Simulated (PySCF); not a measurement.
**Mayer bond orders and bond lengths**

Compound: C3H12OSi3.
SMILES with atom numbers: `[SiH3:1][SiH2:2][O:3][SiH2:4][CH:5]1[CH2:6][CH2:7]1` (hydrogens: H8, H9, H10 on Si1; H11, H12 on Si2; H13, H14 on Si4; H15 on C5; H16, H17 on C6; H18, H19 on C7)

Structure used (PBE0-D3(BJ)/def2-SVP), in Å, numbered top down from 1:
```
atom  x, y, z in Å
Si1    3.582    0.985   -0.313
Si2    2.432   -1.039   -0.053
O3     0.821   -0.729   -0.285
Si4   -0.768   -1.202   -0.366
C5    -1.861    0.279   -0.570
C6    -3.281    0.220   -0.051
C7    -2.280    1.083    0.637
H8     3.111    1.984    0.696
H9     3.350    1.541   -1.683
H10    5.053    0.776   -0.125
H11    2.920   -2.048   -1.046
H12    2.662   -1.601    1.317
H13   -1.154   -1.889    0.908
H14   -0.925   -2.150   -1.512
H15   -1.721    0.852   -1.493
H16   -3.615   -0.691    0.457
H17   -4.059    0.699   -0.652
H18   -1.918    0.772    1.623
H19   -2.359    2.167    0.519
```

Bond orders from the PBE0/pcSseg-1 density (PySCF). One conformer (not necessarily the lowest) at the PBE0-D3(BJ)/def2-SVP geometry, without solvent, vibrations or thermal averaging.

Question: How far do the computed orders between heavy atoms stray from the drawn ones?

Answer: The largest departure is 0.118, at Si4–C5 (drawn single, 0.882).

Question: Set the Mayer orders of the bonds between heavy atoms beside their lengths.

Answer: 
```json
{"bond": "Si1–Si2", "drawn as": "single", "length (Å)": "2.342", "Mayer order": "0.912"}
{"bond": "Si2–O3", "drawn as": "single", "length (Å)": "1.656", "Mayer order": "0.899"}
{"bond": "O3–Si4", "drawn as": "single", "length (Å)": "1.660", "Mayer order": "0.900"}
{"bond": "Si4–C5", "drawn as": "single", "length (Å)": "1.852", "Mayer order": "0.882"}
{"bond": "C5–C6", "drawn as": "single", "length (Å)": "1.513", "Mayer order": "0.944"}
{"bond": "C6–C7", "drawn as": "single", "length (Å)": "1.491", "Mayer order": "0.967"}
{"bond": "C7–C5", "drawn as": "single", "length (Å)": "1.510", "Mayer order": "0.956"}
```

Bonds between the same two heavy elements. O–Si: all 2 within 0.02 of one another (0.899 to 0.900). C–C: lowest C5–C6 (0.944, 1.513 Å), highest C6–C7 (0.967, 1.491 Å).

Question: And the bonds to hydrogen?

Answer: H–Si: 0.90 to 0.93 (7 bonds); C–H: 0.94 to 0.96 (5 bonds).

Question: Sum the orders of all bonds at each heavy atom with more than one neighbour and set the sums beside the valence in the SMILES.

Answer: Si1 3.688 (drawn 4), Si2 3.617 (drawn 4), O3 1.799 (drawn 2), Si4 3.625 (drawn 4), C5 3.724 (drawn 4), C6 3.821 (drawn 4), C7 3.833 (drawn 4). Orders between atoms that aren't bonded are not in these sums.

Mayer orders depend on the basis set.
